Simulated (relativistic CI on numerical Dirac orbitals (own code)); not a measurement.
Au5+: 5d valence photoemission

Computed with this model: Dirac-Coulomb-Breit CI, separate exchange-only KLI orbitals for each configuration, model QED, valence Slater integrals scaled by 0.9, multiplet model of photoemission in the sudden approximation; configurations [Xe] 4f14 5d6 → [Xe] 4f14 5d5; 300 K; Lorentzian 0.21 eV and Gaussian 0.5 eV FWHM. Energies are those of the free ion, without screening or charge transfer. The energies are binding energies and can lie tens of eV above those of solids. S is read from ⟨S²⟩ = S(S + 1).

Field parameters in Wybourne normalisation: Oh B⁴₀ = 21Dq, B⁴₄ = √(5/14) B⁴₀. The field is a parameter set, without covalency.

Computed curve for Oh, 10Dq = 27550 cm⁻¹, scaled to 100 at the maximum (points under 2 are left out and the grid is thinned):

(Energy (eV), Intensity): (75.5, 2.0), (75.7, 3.0), (75.9, 5.2), (76.1, 12.1), (76.3, 31.9), (76.5, 63.3), (76.7, 73.6), (76.9, 48.6), (77.1, 22.2), (77.3, 13.1), (77.5, 18.1), (77.7, 35.9), (77.9, 53.4), (78.1, 52.8), (78.3, 55.1), (78.5, 83.5), (78.7, 100.0), (78.9, 70.2), (79.1, 31.6), (79.3, 14.2), (79.4, 11.2), (79.6, 8.5), (79.8, 6.1), (80.0, 4.3), (80.2, 3.9), (80.4, 4.2), (80.6, 4.4), (80.8, 3.9), (81.0, 3.1), (81.2, 2.2), (81.6, 2.4), (81.8, 3.1), (82.0, 2.8), (82.2, 2.3), (82.4, 2.2), (82.6, 2.5), (82.8, 2.7), (83.0, 3.0), (83.2, 2.8), (83.4, 2.1)

The ground state has S = 0.49, and the centroid lies at 78.12 eV.
